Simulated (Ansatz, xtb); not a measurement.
# Isomers of C6H11N in order of energy

8 gas-phase structures of C6H11N, from a drawn sample of its isomers (lower ones may exist). Each was relaxed with GFN2-xTB; where two conformers were screened, the lower at r2SCAN-D4/def2-SVP is listed:

A. `C=C[C@@H]1NC[C@@H]1C`, a singlet
B. `C/N=C\C1CCC1`, a singlet
C. `C=C[C@@H]1CCN1C`, a singlet
D. `C/N=C\CC1CC1`, a singlet
E. `C=C[C@@H]1CC[C@H]1N`, a singlet
F. `N[C@@H]1[C@H]2CCC[C@@H]12`, a singlet
G. `C=NCCC1CC1`, a singlet
H. `N[C@@H]1CC=CCC1`, a singlet

Problem. Estimate their order in r2SCAN-D4/def2-SVP energy at these geometries, lowest first.

Solution. Calculated order at r2SCAN-D4/def2-SVP: H (0.0), F (12.4), E (26.4), B (29.4), D (29.5), G (29.7), A (31.9), C (34.1) kcal/mol. Less than 1 kcal/mol parts B and D; D and G, so the order within those pairs means little.

Energies above the lowest of each column, in kcal/mol; the last columns are at PBE0-D3(BJ)/def2-SVP geometries and were run for some of them only (a dash: not run or not comparable):

```
structure  GFN2-xTB  HF/STO-3G  r2SCAN-D4/def2-SVP  PBE0-D3(BJ)/def2-SVP  CCSD(T)/def2-SVP + ΔMP2/def2-TZVPP
        H       0.0        0.0                 0.0                   0.0                                 0.0
        F       0.3        2.6                12.4                  10.5                                15.4
        E      19.4       29.3                26.4                  24.8                                23.6
        B      10.0       20.5                29.4                     –                                   –
        D      17.0       37.2                29.5                     –                                   –
        G      20.7       38.4                29.7                     –                                   –
        A      20.9       29.8                31.9                     –                                   –
        C      17.4       29.0                34.1                     –                                   –
```

Every level run on H puts it lowest or level with the lowest. Some further structures that were screened fall inside this span and aren't listed. Flexible structures stand in one conformer each, not always the lowest. Frequencies (GFN2-xTB) were run for E, F, H alone. ΔMP2 is the change of the MP2 energy from the smaller to the larger basis.

Over these structures GFN2-xTB departs from r2SCAN-D4/def2-SVP by 4.2 kcal/mol on average once a common shift is removed. A GFN2-xTB relaxation took about 0.16 s and the r2SCAN-D4/def2-SVP energy about 2 s on a shared host (Ansatz 0.2.0, xtb 6.7.1).
